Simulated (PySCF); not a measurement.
C₃H₅ClOSi, SMILES Cl[Si@@H]1C=COC1. Coordinates come from a r2SCAN-D4/def2-SVP optimisation. The structure was generated by enumeration; whether it is a known compound was not checked. Other conformers were not sampled.

Computed with r2SCAN-D4/def2-SVP in PySCF.

Harmonic wavenumbers (cm⁻¹): 96, 160, 225, 417, 473, 554, 632, 674, 733, 747, 762, 860, 867, 921, 965, 1035, 1190, 1210, 1289, 1338, 1431, 1606, 2247, 3056, 3130, 3180, 3241. Rotational constants (GHz): 4.957, 1.530, 1.372; symmetry number 1.

### Question
Work out the zero-point energy and the ideal-gas rigid-rotor harmonic-oscillator thermochemistry at 298.15 K and 1 atm.

### Answer
ZPE = ½ Σ hcν = ½ × 33039 cm⁻¹ = 47.23 kcal/mol. H − E(el) = 51.79 kcal/mol. Entropy in cal/(mol K): translation 40.28, rotation 27.83, vibration 12.47, total 80.57. G − E(el) = 27.76 kcal/mol. Cp = 24.72 cal/(mol K). Modes under 150 cm⁻¹ make the vibrational entropy uncertain.
